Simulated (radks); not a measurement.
Q: Species: Gd+. Configuration: [Kr] 4d10 4f8 5s2 5p5 5d1 6s1 (not the ground configuration). Method: Dirac Kohn-Sham, SOGGA, spin-unpolarised, spherical densities, finite nucleus; open shells fill j = l - 1/2 first; Fermi nuclear charge, rms radius 5.1569 fm; computed with a radial shooting solver on a logarithmic mesh with Libxc functionals. Some entries of the table are withheld. Estimate them.

orbital  occ.  eigenvalue (eV)  <r^2> (bohr^2)
1s1/2       2        -50023.99             (1)
2s1/2       2        -8257.302         0.01022
2p1/2       2        -7842.520             (2)
2p3/2       4        -7147.037             (3)
3s1/2       2        -1830.614         0.06820
3p1/2       2        -1650.578         0.06352
3p3/2       4        -1507.910         0.07059
3d3/2       4        -1196.470         0.05634
3d5/2       6        -1165.367         0.05832
4s1/2       2        -369.6930          0.3464
4p1/2       2              (4)          0.3648
4p3/2       4              (5)          0.4040
4d3/2       4        -152.5705          0.4655
4d5/2       6        -146.8767          0.4812
5s1/2       2              (6)           2.040
5p1/2       2         -35.5984           2.599
5p3/2       3         -31.3843           2.943
4f5/2       6         -11.9142           1.108
4f7/2       2         -11.2086           1.154
6s1/2       1          -9.1305             (7)
5d3/2       1          -8.3071           7.902
5d5/2       0          -8.0129           8.311

A: 
(1) 1s1/2 <r^2> (bohr^2): 0.0006553
(2) 2p1/2 <r^2> (bohr^2): 0.007419
(3) 2p3/2 <r^2> (bohr^2): 0.008653
(4) 4p1/2 eigenvalue (eV): -299.6460
(5) 4p3/2 eigenvalue (eV): -268.0039
(6) 5s1/2 eigenvalue (eV): -54.5958
(7) 6s1/2 <r^2> (bohr^2): 15.21
